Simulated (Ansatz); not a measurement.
`BN(C)[SiH2]C` → `BNC` + `C[SiH]` at 500 K and 1 bar (silylene formation by 1,1-elimination).

Program: Ansatz. Geometries: PBE0-D4/def2-TZVP. ΔE: electronic, gas phase. CBS: MP2 limit from def2 TZ/QZ plus the TZ coupled-cluster correction, frozen cores. This one scheme is used for every species. One conformer a species, not always the lowest.

| species | CCSD(T)/CBS energy (Eh) | H − E (kJ/mol) | S (J/(mol·K)) |
| --- | --- | --- | --- |
| `BN(C)[SiH2]C` | -450.75646 | 371.5 | 440.4 |
| `BNC` | -121.18426 | 231.8 | 309.7 |
| `C[SiH]` | -329.46712 | 135.7 | 295.1 |

H − E and S are ideal-gas, rigid-rotor, harmonic terms from PBE0-D4/def2-TZVP, for one conformer and one mirror image of each species. 1 Eh = 2625.50 kJ/mol, R = 8.31446 J/(mol·K).

Problem. By hand: ΔE, ΔH, ΔS and ΔG.

Solution. ΔE = (-121.18426) + (-329.46712) − (-450.75646) = 0.10508 Eh = 275.9 kJ/mol. Δ(H − E) = 231.8 + 135.7 − 371.5 = -4.0, so ΔH = 271.9 kJ/mol. ΔS = 309.7 + 295.1 − 440.4 = 164.4 J/(mol·K). ΔG = 271.9 − 500 × (164.4)/1000 = 189.7 kJ/mol.

Problem. By hand: the equilibrium constant, and the temperature at which ΔG would vanish if ΔH and ΔS stayed fixed.

Solution. log₁₀ K = −ΔG/(RT ln 10) = -19.8. ΔG = 0 at ΔH/ΔS = 1654 K.

The number of gas molecules changes by +1, which sets the sign of ΔS. A doubt of 5 kJ/mol in ΔE shifts log₁₀ K by 0.5 here. Other conformers and mirror images would add mixing entropy, several J/(mol·K) or more a flexible species. Modes under 60 cm⁻¹, often nearly free rotors, make the harmonic entropy too high. These are equilibria of isolated gas molecules and say nothing of rates. Largest T1 diagnostic: 0.012 (customary marks: 0.02 for closed shells, 0.045 for open ones).
